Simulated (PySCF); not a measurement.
## Functional dependence of a UV spectrum

C3H4BFO2.
SMILES: `FC1=CO[BH2-][O+]=C1`

Linear-response calculations in the def2-SVPD basis (PySCF; singlets by full response, triplets Tamm–Dancoff, core orbitals frozen in the response; HF means time-dependent Hartree–Fock). 'Strongest' is the level of largest summed f among the singlets computed (10 roots, of which the last may lack a degenerate partner); it can jump between rows when another state enters that window. S1 is the lowest singlet of each run and needn't be the same state throughout; f(S1) is that of one state. Geometry: PBE0-D3(BJ)/def2-SVP, one conformer, isolated molecule.

```
functional                               kind  S1 (eV)  f(S1)  strongest (eV)  T1 (eV)  HOMO (eV)  gap (eV)  ionisation energy, ΔSCF (eV)
       LDA                                LDA     2.72  0.007            5.20     2.14      -6.34      2.33                          9.39
     B3LYP  global hybrid, 20% exact exchange     3.42  0.026            4.97     2.37      -7.24      4.15                          9.51
      PBE0  global hybrid, 25% exact exchange     3.49  0.028            5.08     2.37      -7.42      4.54                          9.48
 BHandHLYP  global hybrid, 50% exact exchange     4.02  0.067            5.76     2.59      -8.56      6.71                          9.59
 CAM-B3LYP             range-separated hybrid     3.74  0.051            5.40     2.43      -8.76      6.99                          9.65
   wB97X-D             range-separated hybrid     3.74  0.047            5.37     2.49      -9.25      8.19                          9.58
   LC-wPBE             range-separated hybrid     3.92  0.073            5.82     2.41      -9.98      9.35                          9.73
        HF                       Hartree–Fock     4.74  0.145            4.74     2.93     -10.23     11.12                   not settled
```

**Question.** What does PBE (GGA) give?

**Answer.** S1 (eV) 2.90, f(S1) 0.010, strongest (eV) 4.47, T1 (eV) 2.18, HOMO (eV) -6.20, gap (eV) 2.45, ionisation energy, ΔSCF (eV) 9.21. S1 runs from 2.72 eV (LDA) to 4.74 eV (HF), a spread of 2.02 eV, while the orbital gap spreads over 8.8 eV. Along PBE (0%), B3LYP (20%), PBE0 (25%), BHandHLYP (50%), HF (100%) S1 rises with the share of exact exchange. −ε(HOMO) comes closest to its own ΔSCF ionisation energy with LC-wPBE (+0.26 eV) and misses most with LDA (-3.05 eV). 'Not settled' means that the ion's SCF failed to converge or may have ended in another state than the lowest.
